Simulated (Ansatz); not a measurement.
C$_{2}$H$_{4}$FNOSi (`C[SiH](F)N=C=O`), relaxed with RKS PBE0-D4/def2-TZVP in the Gaussian-basis code of Ansatz from a PBE-D4/def2-SVP geometry. The force threshold is 0.005 eV/Å; the program also tests the step.

The species carries charge 0 and has multiplicity 1.

Start:

```xyz
10

C     1.532    0.190    0.380
Si    0.027   -0.781   -0.128
F     0.247   -1.368   -1.641
N    -1.350    0.258   -0.165
C    -2.365    0.906   -0.284
O    -3.349    1.551   -0.385
H     1.697    1.038   -0.315
H     2.436   -0.452    0.371
H     1.405    0.598    1.403
H    -0.278   -1.942    0.764
```

```json
{"step": "1", "energy (eV)": "-16265.6292", "largest force (eV/Å)": "1.539", "largest move (Å)": "0.000"}
{"step": "2", "energy (eV)": "-16265.7073", "largest force (eV/Å)": "0.568", "largest move (Å)": "0.039"}
{"step": "3", "energy (eV)": "-16265.7217", "largest force (eV/Å)": "0.110", "largest move (Å)": "0.023"}
{"step": "4", "energy (eV)": "-16265.7220", "largest force (eV/Å)": "0.016", "largest move (Å)": "0.003"}
{"step": "5", "energy (eV)": "-16265.7220", "largest force (eV/Å)": "0.010", "largest move (Å)": "0.003"}
{"step": "6", "energy (eV)": "-16265.7221", "largest force (eV/Å)": "0.012", "largest move (Å)": "0.005"}
{"step": "7", "energy (eV)": "-16265.7221", "largest force (eV/Å)": "0.017", "largest move (Å)": "0.004"}
{"step": "8", "energy (eV)": "-16265.7226", "largest force (eV/Å)": "0.025", "largest move (Å)": "0.042"}
{"step": "9 (rejected)", "energy (eV)": "-16265.7033", "largest force (eV/Å)": "1.173", "largest move (Å)": "0.196"}
{"step": "10", "energy (eV)": "-16265.7227", "largest force (eV/Å)": "0.044", "largest move (Å)": "0.010"}
{"step": "11 (rejected)", "energy (eV)": "-16265.7223", "largest force (eV/Å)": "0.320", "largest move (Å)": "0.098"}
{"step": "12", "energy (eV)": "-16265.7232", "largest force (eV/Å)": "0.036", "largest move (Å)": "0.049"}
{"step": "13 (rejected)", "energy (eV)": "-16265.7226", "largest force (eV/Å)": "0.146", "largest move (Å)": "0.049"}
{"step": "14", "energy (eV)": "-16265.7236", "largest force (eV/Å)": "0.016", "largest move (Å)": "0.024"}
{"step": "15", "energy (eV)": "-16265.7238", "largest force (eV/Å)": "0.029", "largest move (Å)": "0.025"}
{"step": "16", "energy (eV)": "-16265.7239", "largest force (eV/Å)": "0.099", "largest move (Å)": "0.036"}
{"step": "17", "energy (eV)": "-16265.7240", "largest force (eV/Å)": "0.055", "largest move (Å)": "0.007"}
{"step": "18", "energy (eV)": "-16265.7240", "largest force (eV/Å)": "0.022", "largest move (Å)": "0.003"}
{"step": "19", "energy (eV)": "-16265.7240", "largest force (eV/Å)": "0.011", "largest move (Å)": "0.014"}
{"step": "20", "energy (eV)": "-16265.7241", "largest force (eV/Å)": "0.005", "largest move (Å)": "0.011"}
{"step": "21", "energy (eV)": "-16265.7241", "largest force (eV/Å)": "0.004", "largest move (Å)": "0.002"}
```

End:

```xyz
10

C     1.564    0.164    0.379
Si    0.016   -0.699   -0.123
F     0.179   -1.268   -1.604
N    -1.282    0.406   -0.128
C    -2.374    0.861   -0.293
O    -3.423    1.343   -0.435
H     1.784    0.990   -0.302
H     2.411   -0.526    0.369
H     1.464    0.569    1.389
H    -0.339   -1.839    0.748
```

It took 84 s on 4 threads of a server CPU on a shared host, with 0.55 GiB of host memory at the peak.
